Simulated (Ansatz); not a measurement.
**Worked example: Si(CH3)(OH)3 + C2H10Si2 → Si(CH3)(OH)2(SiH3) + C2H8OSi**

Species: Si(CH3)(OH)3, singlet; C2H10Si2 `CC[SiH2][SiH3]`, singlet; Si(CH3)(OH)2(SiH3), singlet; C2H8OSi `CC[SiH2]O`, singlet. The partners trade OH for SiH3; both sit on Si, so the bond types are kept.

Shapes, held fixed at every level: PBE0-D4/def2-TZVP. Flexible molecules stand in one conformer, not always the lowest. Programs: Ansatz 0.2.0. Electronic energies: no zero-point or thermal term.

At CCSD(T)/CBS estimate; 1 Eh = 2625.50 kJ/mol:

| species | energy (Eh) |
| --- | --- |
| Si(CH3)(OH)3 | -556.451854 |
| C2H10Si2 | -660.276144 |
| Si(CH3)(OH)2(SiH3) | -771.483899 |
| C2H8OSi | -445.225896 |

Task: Work out ΔE of the reaction at this level.

Result: 
1. Products less reactants: (-771.483899) + (-445.225896) − [(-556.451854) + (-660.276144)] = 0.018203 Eh = +47.8 kJ/mol.

Other levels give +45.7 (B2PLYP/def2-TZVPP) to +49.7 kJ/mol (r2SCAN-D4/def2-TZVPP). No measured value is set beside it here. The CBS estimate extrapolates MP2 from def2-TZVPP and def2-QZVPP and adds CCSD(T) − MP2 in the triple-zeta set, cores frozen.
